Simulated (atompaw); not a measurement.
# Logarithmic derivatives: scandium (Sc), PAW (atompaw)

atompaw 4.2.0.5 input, output lines left out:

```
Sc 21
GGA-PBESOL scalarrelativistic loggrid 1500 logderivrange -7 5 301
4 4 3 0 0 0
4 0 0
4 1 0
3 2 1
0 0 0
c
c
v
v
c
v
v
v
2
2.05 1.65 1.90 1.10
n
n
y
2.5
n
bloechl gaussian
3 0 troulliermartins
```

The phase is arctan(r·u′/u) with u = r·R(r), unwrapped; energies in Ry, scanned from -7 to 5 Ry. A pole is an energy at which the radial function vanishes at the test radius. The pseudo phase is shifted by a multiple of π to meet the all-electron one at the reference energy, and phase errors are pseudo minus all-electron; the curves can meet again beyond the range given. Levels narrower than the energy grid can be missing from the lists of poles.

| channel | radius (bohr) | reference energy (Ry) | poles, all-electron | poles, pseudo | unbroken range about the reference energy with phases within 0.05 rad | phase error 1 Ry above the reference energy (rad) |
| --- | --- | --- | --- | --- | --- | --- |
| s | 2.06 | -1.15 | -4.88 | -4.89, 4.71 | the whole range | -0.004 |
| p | 2.06 | -0.85 | -3.17 | -3.17 | the whole range | -0.000 |
| d | 2.06 | -1.31 | -0.51 | -0.51 | the whole range | +0.001 |

Phases in the s channel:

```tsv
E (Ry)	all-electron	pseudo
-7.00	1.303	1.302
-6.76	1.286	1.285
-6.52	1.263	1.263
-6.28	1.231	1.230
-6.04	1.179	1.178
-5.80	1.077	1.075
-5.56	0.767	0.766
-5.32	-0.665	-0.666
-5.08	-1.420	-1.420
-4.84	-1.592	-1.592
-4.60	-1.667	-1.667
-4.36	-1.711	-1.712
-4.12	-1.743	-1.743
-3.88	-1.768	-1.769
-3.64	-1.791	-1.791
-3.40	-1.812	-1.812
-3.16	-1.833	-1.833
-2.92	-1.854	-1.855
-2.68	-1.877	-1.878
-2.44	-1.903	-1.903
-2.20	-1.931	-1.931
-1.96	-1.964	-1.964
-1.72	-2.002	-2.002
-1.48	-2.048	-2.048
-1.24	-2.106	-2.106
-1.00	-2.178	-2.178
-0.76	-2.273	-2.274
-0.52	-2.401	-2.401
-0.28	-2.574	-2.576
-0.04	-2.807	-2.813
0.20	-3.100	-3.111
0.44	-3.418	-3.433
0.68	-3.703	-3.721
0.92	-3.927	-3.946
1.16	-4.093	-4.111
1.40	-4.214	-4.232
1.64	-4.305	-4.322
1.88	-4.375	-4.392
2.12	-4.429	-4.447
2.36	-4.474	-4.491
2.60	-4.510	-4.528
2.84	-4.540	-4.559
3.08	-4.567	-4.586
3.32	-4.589	-4.610
3.56	-4.609	-4.631
3.80	-4.627	-4.650
4.04	-4.643	-4.668
4.28	-4.657	-4.684
4.52	-4.670	-4.700
4.76	-4.683	-4.715
5.00	-4.694	-4.731
```
